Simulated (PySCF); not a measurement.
[DyCl2]+ at several levels of theory

Computed with PySCF 2.14.0 (density fitting, no spin-orbit coupling) at the geometry relaxed with PBE0:

```xyz
3
[DyCl2]+ (singlet in the valence; each metal's 4f electrons, 9 of them, lie in its core potential, out of spins and levels)
Dy    0.0000    0.0000   -0.5079
Cl    1.9504    0.0000    0.8421
Cl   -1.9504    0.0000    0.8421
```

| level | basis | state | HOMO (eV) | gap (eV) | charge on Dy1 (e) | population of f-type functions on Dy1 (polarisation alone where 4f lies in the core) | dipole about the centre of mass (D) | largest force component (eV/Å) |
| --- | --- | --- | --- | --- | --- | --- | --- | --- |
| PBE0 | Dy lcecp-1-SVP with ECP55, Cl def2-SVP | singlet | -13.84 | 5.69 | 1.29 | 0.04 | 6.39 | 0.01 |
| BP86 | the same | singlet | -12.62 | 3.88 | 1.17 | 0.04 | 5.84 | 0.29 |
| PBE0 | Dy lcecp-1-TZVP with ECP55, Cl def2-TZVP | singlet | -13.76 | 5.74 | 1.58 | 0.05 | 6.28 | 0.21 |

In the lcecp rows the 4f levels are missing from HOMO and gap, and the state counts the valence alone.

Charges are Mulliken's, which hang on the basis. The relaxation used the grid (50, 194), these runs (75, 302) or, all-electron (x2c bases, spin-free X2C Hamiltonian), (99, 590).

Question: What does revPBE with Dy lcecp-1-SVP with ECP55, Cl def2-SVP give here?

Answer: state singlet, HOMO (eV) -12.49, gap (eV) 3.71, charge on Dy1 (e) 1.19, population of f-type functions on Dy1 (polarisation alone where 4f lies in the core) 0.04, dipole about the centre of mass (D) 5.87, largest force component (eV/Å) 0.40. Time: 1.8 s on 2 threads of Arm Neoverse V2, with other jobs on the host, from an already converged density.

In the first row's basis the gap widens with exact exchange: 3.7 to 3.9 eV for revPBE, BP86 (none); 5.7 eV for PBE0 (a fixed share).

An lcecp potential fixes the number of 4f electrons, so in runs with it no electron can move into or out of that shell.
